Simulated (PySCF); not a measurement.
Geometry:
```
atom   x (Å)   y (Å)   z (Å)
  C1   2.684   0.668  -0.701
  O2   1.982   0.308   0.451
 Si3   0.811  -0.804   0.625
  O4   0.347  -0.673   2.170
  C5  -0.728  -0.435  -0.400
  C6  -2.080  -0.896   0.038
  C7  -1.742   0.567   0.124
  C8  -2.322   1.468  -0.801
  N9  -2.774   2.194  -1.565
 H10   3.287  -0.169  -1.059
 H11   3.339   1.501  -0.447
 H12   2.002   0.977  -1.496
 H13   1.298  -2.149   0.313
 H14   0.994  -0.498   2.848
 H15  -0.587  -0.403  -1.476
 H16  -2.791  -1.209  -0.714
 H17  -2.155  -1.428   0.973
 H18  -1.577   0.987   1.108
```

[PySCF 2.14: PBE0/pcSseg-1 with gauge-including orbitals; geometry: GFN2-xTB; equivalent nuclei averaged; one conformer; no solvent; non-relativistic Hamiltonian]

Task: List the cross peaks expected in HSQC, COSY and HMBC spectra.

Result: 

HSQC (one-bond C–H):
```csv
δH,δC
3.95 (H10/H11/H12),51.3 (C1)
1.39 (H18),-1.4 (C7)
1.14 (H16),12.6 (C6)
0.97 (H17),12.6 (C6)
0.25 (H15),10.2 (C5)
```

COSY cross peaks (H two or three bonds apart, from the bond graph; peaks can be absent where the dihedral angle is near 90°):
```csv
δH,δH
5.08 (H13),0.25 (H15)
1.39 (H18),1.14 (H16)
1.39 (H18),0.97 (H17)
1.39 (H18),0.25 (H15)
1.14 (H16),0.97 (H17)
1.14 (H16),0.25 (H15)
0.97 (H17),0.25 (H15)
```

HMBC (two and three bonds, from the bond graph):
```csv
δH,δC
5.08 (H13),"51.3 (C1), 12.6 (C6), 10.2 (C5), -1.4 (C7)"
1.39 (H18),"127.6 (C8), 12.6 (C6), 10.2 (C5)"
1.14 (H16),"127.6 (C8), 10.2 (C5), -1.4 (C7)"
0.97 (H17),"127.6 (C8), 10.2 (C5), -1.4 (C7)"
0.25 (H15),"127.6 (C8), 12.6 (C6), -1.4 (C7)"
```

Shifts are taken against calculated references (same method and geometry level): 1H (σ = 31.72 ppm), 13C (σ = 186.93 ppm) against TMS.

OH and NH positions are those of a molecule without intermolecular hydrogen bonds; in solution they move with solvent, concentration and temperature, and exchange usually removes their couplings. Shifts are as computed. Against solution values, carbons near 30 ppm lie about +3 ppm off and those near 130 ppm about +5 ppm. Of 1309 compounds with measured shifts, 239 miss one by over three times the rms of a fit or turn the order of signals round; such compounds aren't used in these exercises.
